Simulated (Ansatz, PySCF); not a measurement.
H6F2Si2Sn, singlet, at a GFN2-xTB geometry (such geometries of metal compounds can be far from the true shape) (all electrons, no relativity). Base run: PySCF with CASSCF(2,2)/STO-3G.

The PySCF input:
```python
from pyscf import gto, scf, mcscf
import numpy

mol = gto.M(
    atom='''
F     0.03826155    1.58393628    1.20429881
Sn    0.01910009   -0.15344501    0.05918088
F    -0.28252389    0.48159922   -1.89966948
Si    2.64506466   -0.11795226   -0.24422799
Si   -2.57377240   -0.50691589    0.43413777
H     2.97822402   -1.15002122   -1.23463452
H     3.24296919   -0.47200227    1.05092827
H     3.03421865    1.21801068   -0.68301054
H    -3.25406836    0.74361945    0.11453106
H    -2.98956155   -1.60837505   -0.44414680
H    -2.76651690   -0.90064660    1.83688800
''',
    basis='sto-3g',
    verbose=4,
)

mf = scf.RHF(mol)
mf.kernel()
mc = mcscf.CASSCF(mf, 2, 2)
mc.fix_spin_(ss=0.0)
mc.kernel()
occ = numpy.linalg.eigvalsh(mc.fcisolver.make_rdm1(mc.ci, mc.ncas, mc.nelecas))[::-1]
ss = mc.fcisolver.spin_square(mc.ci, mc.ncas, mc.nelecas)[0]
print('natural occupations', occ.round(4), ' <S^2>', round(ss, 4))
```

Programs used: Ansatz (a program for electronic structure), PySCF; a row that names a program was run with it.

Variants of this job, named by their change:

```tsv
change	ΔE vs base (mEh)	natural occupations	<S^2> of the state
base	0.000	1.97 0.03	0.00
solver = newton	0.000	1.97 0.03	0.00
orbitals = fixed (CASCI)	5.725	1.99 0.01	0.00
conv_tol = 1e-5	0.000	1.97 0.03	0.00
correction = SC-NEVPT2	-148.1	1.97 0.03	0.00
code = ansatz; correction = SC-NEVPT2, all electrons	-154.6	-	-
active space = 8 electrons, 7 orbitals	-69.109	1.99 1.97 1.93 1.92 0.08 0.07 0.04	0.00
active space = 8 electrons, 6 orbitals	-57.462	1.99 1.99 1.93 1.93 0.08 0.07	0.00
start = MP2 natural orbitals	-21.099	1.93 0.07	0.00
orbitals = fixed (CASCI); correction = SC-NEVPT2	-148.3	1.99 0.01	0.00
fix_spin_ = off	0.000	1.97 0.03	0.00
```

Active orbitals are taken around the Fermi level unless the row says otherwise; CASSCF can end in different local minima, and two programs can end on different orbitals. State-averaged rows give the lowest state.

Ansatz warned in this series: other orbitals give a lower active-space energy.
